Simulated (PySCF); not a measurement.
Constitutional and geometric isomers with formula CH6Si3. Gas-phase values, no solvent. One relaxed conformer stands for each flexible species; it need not be the lowest. Strings in code marks are SMILES.

Quantity: vertical ionisation energy (energy after one electron is removed minus that of the parent at the parent's geometry), in eV.

Level 1: PBE0-D3(BJ)/def2-TZVP (PySCF)
Level 2: B3LYP/6-31G* // PBE0-D3(BJ)/def2-TZVP (PySCF)
Level 3: minus the HOMO energy of HF/3-21G // PBE0-D3(BJ)/def2-TZVP (PySCF)
Level 4: minus the HOMO energy of SVWN5/6-31G* // PBE0-D3(BJ)/def2-TZVP (PySCF)

| species | level 1 | level 2 | level 3 | level 4 |
|---|---|---|---|---|
| `C1[SiH]=[SiH][SiH2]1` | 7.58 | 7.56 | 7.43 | 5.01 |
| `C[SiH]1[SiH]=[SiH]1` | 7.76 | 7.72 | 7.63 | 5.20 |
| `C1=[SiH][SiH2][SiH2]1` | 8.62 | 8.53 | 8.73 | 5.92 |
| `C[Si]1=[SiH][SiH2]1` | 7.59 | 7.56 | 7.45 | 5.02 |
| `C=[Si]1[SiH2][SiH2]1` | 8.32 | 8.80 | 8.67 | 5.76 |
| `[SiH2]=C[SiH]=[SiH2]` (Si–C–Si–Si torsion 48°) | 7.10 | 7.11 | 6.95 | 4.80 |
| `[SiH2]=C=[SiH][SiH3]` | 8.11 | 8.10 | 8.43 | 5.66 |
